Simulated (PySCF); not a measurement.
Stepwise substitution at one centre (B SiH3-I). Gas-phase values, no solvent. Strings in code marks are SMILES.

These are r2SCAN-D4/def2-TZVP (PySCF 2.14.0) values and carry that method's errors. All candidates: neutral, multiplicity 1. Excitations are Tamm–Dancoff values on a coarser integration grid. The basis has no diffuse functions, so Rydberg states are missing or too high.

```yaml
HOMO–LUMO gap: 3.27 eV
brightest of the four lowest singlets (TDA): 5.34 eV
HOMO: -7.11 eV
```

Problem. Which member has these values?
A) `[SiH3]B([SiH3])[SiH3]`
B) `[SiH3]B(I)I`
C) `IB(I)I`
D) `[SiH3]B([SiH3])I`

Solution. A, `[SiH3]B([SiH3])[SiH3]`. The others give `[SiH3]B([SiH3])I`: 2.74 eV, 4.78 eV, -6.34 eV; `IB(I)I`: 3.46 eV, 4.70 eV, -6.56 eV; `[SiH3]B(I)I`: 3.37 eV, 4.48 eV, -6.74 eV
